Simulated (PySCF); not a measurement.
**Excited states of V¹⁹⁺ (vanadium, charge +19)**

Ground state [He] 2s2, ¹S. Computed with PySCF 2.14 in an uncontracted even-tempered set (19 s from 0.672 bohr⁻², ratio 2.5; 10 p from 0.905 bohr⁻², ratio 2.7; 8 d from 1.02 bohr⁻², ratio 2.7; 4 f from 30 bohr⁻², ratio 2.7), with the spin-free X2C one-electron Hamiltonian (Gaussian nucleus). Vertical excitation energies in eV without spin-orbit coupling; excited terms of each kind are numbered among those the solver found. Frozen: nothing.

```csv
term,leading excitation,EOM-EE-CCSD
1 3P°,2s → p,43.612
1 1P°,2s → p,77.534
```

Only the lower part of the computed list is shown. Doubly excited terms such as np² are absent. The solver can miss terms. The 12 highest virtual orbitals were dropped.
